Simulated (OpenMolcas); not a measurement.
A run on Ni2+ among 6 point charges of -2.2 e arranged as a trigonal antiprism (D3d), 2.14 Å from the ion, with a polar angle of 50.9° against the regular 54.74°.

```yaml
Program: OpenMolcas 26.06
Method: "SS-CASPT2, IPEA 0.25 Eh, imaginary shift 0.1 Eh (closed shells correlated: 3s 3p)"
Basis: ANO-RCC-VDZP [5s4p2d1f]
Scalar_Hamiltonian: DKH2, point nucleus
Active_space: 8 electrons in 5 orbitals (3d)
State_averaging: 2S+1 = 3 even, 10 roots; 2S+1 = 1 even, 15 roots
Spin-orbit_coupling: RASSI with atomic mean-field integrals over the reference wave functions
```

First CASPT2 step and the start of its output:

```
&CASPT2
Multistate=10 1 2 3 4 5 6 7 8 9 10
NoMult
Frozen=2 3
IPEA=0.25
Imaginary=0.1
MaxIter=60
WThr=0.0 0.3 0.05
PrWF=0.5
NoMix
```

```
--- CASPT2 ---
Orbital specifications:
      -----------------------

      Symmetry species                           1   2
                                                ag  au
      Frozen orbitals                            2   3
      Inactive orbitals                          1   3
      Active orbitals                            5   0
      Secondary orbitals                         7  13
      Deleted orbitals                           0   0
      Number of basis functions                 15  19
Type of calculation                        SS-CASPT2
      Fock operator                              state-specific
      IPEA shift                                 0.25
      Real shift                                 0.00
      Imaginary shift                            0.10
      The input orbitals will be transformed to quasi-canonical
Reference energy:       -1524.7367043794
      E2 (Non-variational):      -0.4678145667
      Shift correction:          -0.0001339262
      E2 (Variational):          -0.4679484928
      Total energy:           -1525.2046528722
      Residual norm:              0.0000001284
      Reference weight:           0.93382
      Contributions to the CASPT2 correlation energy
      Active & Virtual Only:         -0.2337830184
      One Inactive Excited:          -0.1797422866
      Two Inactive Excited:          -0.0542892617
Reference energy:       -1524.7210928984
      E2 (Non-variational):      -0.4682365973
      Shift correction:          -0.0001440537
      E2 (Variational):          -0.4683806509
      Total energy:           -1525.1894735493
      Residual norm:              0.0000001595
      Reference weight:           0.93322
      Contributions to the CASPT2 correlation energy
      Active & Virtual Only:         -0.2338147448
...
```

Over all roots the printed reference weights run from 0.15 to 0.94, and roots that are degenerate in the reference spread by up to 510 cm-1.

Problem. Did the run give usable levels, and if not, why?

Solution. No. The equations converged, but the reference weight falls to 0.15 for at least one root against 0.94 for the best. A drop of that size marks an intruder state, so the energies of such roots and the levels built on them can't be trusted.
